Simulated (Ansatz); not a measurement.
## Ligand exchange: GaH2Br + C3H10Si → GaH2(CH3) + C2H7BrSi

Species: GaH2Br `[GaH2][Br]`, singlet; C3H10Si `CC[SiH2]C`, singlet; GaH2(CH3), singlet; C2H7BrSi `CC[SiH2]Br`, singlet. The partners trade Br for CH3: Ga–Br and Si–CH3 bonds give way to Ga–CH3 and Si–Br.

Shapes, held fixed at every level: PBE0-D4/def2-TZVP. Flexible molecules stand in one conformer, not always the lowest. Programs: Ansatz 0.2.0. Electronic energies: no zero-point or thermal term.

| level | kind | ΔE (kJ/mol) | less CCSD(T)/def2-TZVPP |
| --- | --- | --- | --- |
| HF/def2-SVP | Hartree–Fock | +66.0 | +14.0 |
| SPW92/def2-TZVPP | LDA | +50.7 | -1.3 |
| PBE-D4/def2-TZVPP | GGA | +51.4 | -0.6 |
| PBE0-D4/def2-TZVPP | global hybrid | +53.0 | +1.0 |
| MP2/def2-SVP | perturbation theory | +58.9 | +6.9 |
| MP2/def2-TZVPP | perturbation theory | +48.5 | -3.5 |
| CCSD(T)/def2-TZVPP | coupled cluster or CI | +52.0 | 0.0 |

The highest level, CCSD(T)/def2-TZVPP, gives ΔE = +52.0 kJ/mol; the levels span +48.5 to +66.0. The column of differences is taken from that level and isn't an error. No measured value is set beside it here. Relativity is left out for Br, Ga. Outer-core shells of Br, Ga are correlated in most correlated rows, in sets that cover them unevenly.
